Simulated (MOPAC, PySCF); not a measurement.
C2H4OS, SMILES `SC(C)=O` (O–C–S–H torsion 180°), neutral singlet in the gas phase. 

Cartesian coordinates (Å):
SMILES: O=C(S)C
```xyz
8

C     -0.8015    -0.2908     0.0117
C      0.2706     0.7402     0.2684
O      0.0694     1.8156     0.7582
S      1.9572     0.2976    -0.2030
H     -1.7587     0.1078     0.3412
H     -0.8469    -0.5304    -1.0518
H     -0.5774    -1.2106     0.5540
H      1.6873    -0.9295    -0.6786
```
Charge 0, spin multiplicity 1.

All levels are single points at this geometry (B3LYP-D3(BJ)/def2-TZVP); Pople sets use spherical d functions. Orbital energies aren't observables, and empty levels follow the basis.

```tsv
level	HOMO (eV)	LUMO (eV)	gap (eV)	dipole (D)	vertical IE, Delta-SCF (eV)
B3LYP-D3(BJ)/def2-TZVP in PySCF	-7.57	-0.94	6.63	3.43	–
B3LYP/3-21G in PySCF	-7.18	-0.50	6.69	3.59	–
B3LYP/6-31G* in PySCF	-7.30	-0.58	6.72	3.44	10.14
B3LYP/LANL2DZ in PySCF	-7.57	-0.91	6.66	4.03	–
M06-2X/6-31G* in PySCF	-8.86	0.69	9.54	3.52	–
HF/6-31G* in PySCF	-10.65	3.98	14.63	3.88	–
HF/STO-3G in PySCF	-7.55	8.13	15.68	2.56	–
PM3 in MOPAC	-9.99	-0.32	9.67	3.55	–
PM7 in MOPAC	-9.71	-1.04	8.66	3.92	–
```
